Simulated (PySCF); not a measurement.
SiMe4, C4H12Si.
Geometry (PBE0-D3(BJ)/def2-SVP, Å), atoms numbered from 1 in this order:
```xyz
17
C4H12Si angstrom
Si    -0.0027   -0.0010    0.0040
C     -0.0017   -0.0269    1.8881
H      0.4915   -0.9334    2.2734
H     -1.0282   -0.0082    2.2878
H      0.5321    0.8461    2.2965
C      1.7742    0.0165   -0.6225
H      1.8069    0.0321   -1.7237
H      2.3257   -0.8745   -0.2823
H      2.3142    0.9053   -0.2587
C     -0.8962    1.5432   -0.6035
H     -0.9002    1.5932   -1.7040
H     -0.4098    2.4574   -0.2272
H     -1.9439    1.5562   -0.2628
C     -0.8830   -1.5342   -0.6481
H     -1.9280   -1.5707   -0.3008
H     -0.3839   -2.4550   -0.3063
H     -0.8957   -1.5469   -1.7497
```

The calculation used TDDFT wB97X-D/def2-SVPD, vertical, gas phase, core orbitals frozen in the response in PySCF.

Frontier orbitals with the atoms that hold most of them (Löwdin shares over 4%, at most four atoms; ? is withheld):

```tsv
orbital	ε (eV)	atoms
LUMO+2	3.17	C6 20%, H8 10%, C10 10%, H7 9%
LUMO+1	3.17	C10 16%, C2 12%, H11 9%, H3 8%
LUMO	?	?
HOMO	-10.21	C6 38%, Si1 20%, C10 9%, C14 6%
HOMO-1	-10.21	C10 31%, Si1 20%, C14 17%, C2 8%
HOMO-2	-10.21	C2 31%, C14 21%, Si1 20%, H5 5%
HOMO-3	-12.50	C6 20%, C14 16%, C2 15%, H9 8%
```

Problem. Give the leading atoms of the LUMO.

Solution. Si1 (bonded to 4 C) 19%; C14 (bonded to Si and 3 H) 8%; C2 (bonded to Si and 3 H) 8%; C10 (bonded to Si and 3 H) 8%. By element: carbon 25% or more, silicon 19%.

Problem. What is the LUMO energy, and the HOMO–LUMO gap?

Solution. ε(LUMO) = 2.11 eV; the gap is 12.32 eV (0.4526 hartree).

Within 0.005 eV of a neighbour in this list lie HOMO-2/HOMO-1/HOMO and LUMO+1/LUMO+2.

Problem. The HOMO–LUMO gap is 12.32 eV. Where does the response calculation put the lowest singlet, and from which orbitals?

Solution. S1 is at 8.26 eV (f = 0.092), 4.05 eV below the gap, made of HOMO-2/HOMO-1/HOMO→LUMO (≥88%). S1/S2/S3 lie within about 0.01 eV of each other. Without the coupling terms of the response equations the lowest excitation would equal the gap.

Next come S2 at 8.27 eV (f 0.093), HOMO-2/HOMO-1/HOMO→LUMO (≥88%); S3 at 8.27 eV (f 0.093), HOMO-2/HOMO-1/HOMO→LUMO (≥88%); S4 at 9.26 eV (f 0.0000), HOMO-2/HOMO-1/HOMO→LUMO+1/LUMO+2 (≥53%), HOMO-2/HOMO-1/HOMO→LUMO+3 (≥24%); S5 at 9.43 eV (f 0.050), HOMO-2/HOMO-1/HOMO→LUMO+1/LUMO+2 (≥60%).

Orbitals of the list HOMO-3 to LUMO+2 that lie within 0.01 eV of each other are written together with a slash and their weights summed (≥ marks a lower bound); for degenerate orbitals outside that list single weights are arbitrary.

Löwdin shares depend on the basis, the more so with diffuse functions.
